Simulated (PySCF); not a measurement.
## Unknowns

- coordinates at the GFN2-xTB level
- shielding tensors at PBE0/pcSseg-1 (GIAO)
- run in PySCF 2.14
- non-relativistic, averaged over atoms made equivalent by symmetry, fast rotation or ring inversion, no solvent, one conformer

Chemical shifts δ = σref − σ; ¹H (31.72 ppm), ¹³C (186.93 ppm) against TMS, all at this level. Where no couplings were computed, multiplicities follow the n + 1 count of equivalent neighbours, and m marks all less simple cases (inequivalent or close neighbours, rings, F or P nearby). Shifts are as computed. Against solution values, carbons near 30 ppm lie about +3 ppm off and those near 130 ppm about +5 ppm. Of 1211 compounds with measured shifts, 218 miss one by over three times the rms of a fit or turn the order of signals round; such compounds aren't used in these exercises.

**Question.** C11H12. ¹H NMR (300 MHz, computed): δ 2.72 (m, 1H), 2.22 (m, 1H), 2.20 (m, 1H), 2.11 (m, 1H), 2.02 (m, 1H), 1.62 (m, 1H), 1.49 (m, 1H), 1.30 (m, 1H), 1.26 (m, 1H), 1.24 (m, 1H), 1.20 (s, 1H), 1.18 (m, 1H). ¹³C{¹H} NMR (computed): δ 86.8 (C), 74.8 (C), 74.3 (C), 71.2 (CH), 45.4 (CH), 41.8 (CH2), 41.1 (CH2), 40.8 (CH), 33.5 (CH), 32.2 (CH2), 27.2 (CH2). Identify the compound.

**Answer.** `C#CC#C[C@@H]1C[C@@H]2CC[C@H]1C2`. Rings plus π bonds: 6 (2 rings in the answer). 11 carbon signals for 11 carbons: no two carbons are equivalent. Carbon types of the structure: 3 × C, 4 × CH, 4 × CH2, which accounts for all hydrogens. δC 86.8, 74.8, 74.3: alkyne carbon; the triple bond shields along its axis, which puts it between sp3 and sp2 carbons. δC 71.2: terminal alkyne carbon; sp carbons lie upfield of alkene carbons because the cylindrical π system leaves one tensor component strongly shielded. δC 41.8, 41.1, 32.2, 27.2: sp3 CH2 in a ring; aliphatic region, no heteroatom directly attached. δH 1.20: hydrogen on a terminal alkyne carbon; it lies on the axis of the triple bond, in its shielding cone.

The shifts were computed for this structure.

**Question.** C11H12. ¹H NMR (400 MHz, computed): δ 6.04 (m, 1H), 5.97 (m, 1H), 5.50 (m, 1H), 3.05 (m, 1H), 3.00 (m, 1H), 2.99 (m, 1H), 2.79 (m, 1H), 1.46 (m, 1H), 1.20 (d, 1H), 1.20 (m, 1H), 0.87 (m, 1H), 0.87 (m, 1H). ¹³C{¹H} NMR (computed): δ 141.5 (C), 131.7 (CH), 130.9 (CH), 123.3 (CH), 92.3 (C), 70.4 (CH), 34.8 (CH2), 32.3 (CH), 31.5 (CH2), 13.8 (CH2), 12.9 (CH). Give a structure.

**Answer.** SMILES C#C[C@@H]1C[C@H]1C1=CCC=CC1. Rings plus π bonds: 6 (2 rings in the answer). 11 carbon signals for 11 carbons: no two carbons are equivalent. Carbon types of the structure: 2 × C, 6 × CH, 3 × CH2, which accounts for all hydrogens. δC 141.5: fully substituted alkene carbon; as expected for a trigonal carbon in a double bond. δC 131.7, 130.9, 123.3: alkene CH; an sp2 carbon of a C=C bond. δC 92.3: alkyne carbon; sp carbons lie upfield of alkene carbons because the cylindrical π system leaves one tensor component strongly shielded. δC 70.4: terminal alkyne carbon; sp carbons lie upfield of alkene carbons because the cylindrical π system leaves one tensor component strongly shielded.

This is the structure that produced the data.
